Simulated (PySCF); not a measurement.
Species: C8H11 (doublet state).
SMILES with atom numbers: `[CH:1]#[C:2][C@@:3]([CH3:4])([CH:5][CH3:6])[CH:7]=[CH2:8]` (hydrogens: H9 on C1; H10, H11, H12 on C4; H13 on C5; H14, H15, H16 on C6; H17 on C7; H18, H19 on C8)

Cartesian coordinates in Å at the GFN2-xTB level; atoms count from 1:
```
atom  x, y, z in Å
C1     1.9457    0.2301    1.9090
C2     1.0278    0.2500    1.1414
C3    -0.1051    0.2571    0.2253
C4    -0.9949    1.4655    0.5405
C5     0.3258    0.2433   -1.2030
C6     1.6317   -0.2887   -1.6415
C7    -0.8284   -1.0751    0.3421
C8    -2.1388   -1.2571    0.3579
H9     2.7513    0.2230    2.5813
H10   -1.7978    1.5481   -0.1874
H11   -1.4203    1.3702    1.5370
H12   -0.3991    2.3749    0.5001
H13   -0.4025    0.5422   -1.9370
H14    1.5782   -0.6800   -2.6564
H15    2.3980    0.4971   -1.6325
H16    1.9853   -1.0707   -0.9684
H17   -0.1620   -1.9277    0.3527
H18   -2.5604   -2.2482    0.3836
H19   -2.8444   -0.4449    0.3478
```

The hyperfine couplings belong to this conformer and change with its torsions.

Method used: UKS B3LYP, pcH-1 on C H, non-relativistic, mean-field spin-orbit, GIAO in PySCF. One conformer (not necessarily the lowest) at the GFN2-xTB geometry, without solvent, vibrations or thermal averaging. GFN2-xTB frequencies show an imaginary mode (53i cm⁻¹), so this geometry is no minimum at that level. Couplings are sensitive to structure, and on GFN2-xTB geometries they can be far from those on DFT ones. No stability test was run, so a lower SCF solution isn't excluded.

The Mulliken spin populations are largest on C5 (+1.00), C8 (+0.12), C6 (-0.09) and C3 (-0.06). C5 is the only atom above +0.15. The angles at C5 add up to 359.7°, so it is planar; its axial dipolar tensor and the negative coupling of its proton fit spin in a p orbital normal to that plane.

(1) How do the β-proton couplings of this frozen conformer go with θ, the angle between the C–H bond and the normal to the plane of the spin centre's three neighbours, both seen down the bond from centre to carbon?

(2) What would the freely rotating methyl group on C6 show?

Answers

(1) 
```
β H  on  centre  θ (°)  cos²θ   a (G)
H14  C6      C5     64   0.19  +10.28
H15  C6      C5      4   1.00  +53.95
H16  C6      C5     58   0.28  +18.83
```

Fitting the Heller–McConnell form a = ρ(B0 + B2 cos²θ), with Mulliken ρ = 1.00, gives B0 = 2.2 G and B2 = 52.1 G, with a largest miss of 2.2 G. By this fit the coupling would be 54.4 G at θ = 0° and 2.2 G at 90°.

(2) Three equal couplings, a 1:3:3:1 quartet. The mean of the three values of this geometry estimates the splitting: 27.7 G, or 77.6 MHz (three bonds 120° apart have a mean cos²θ of 1/2 at any torsion).

Couplings in gauss use g_iso = 2.0026.
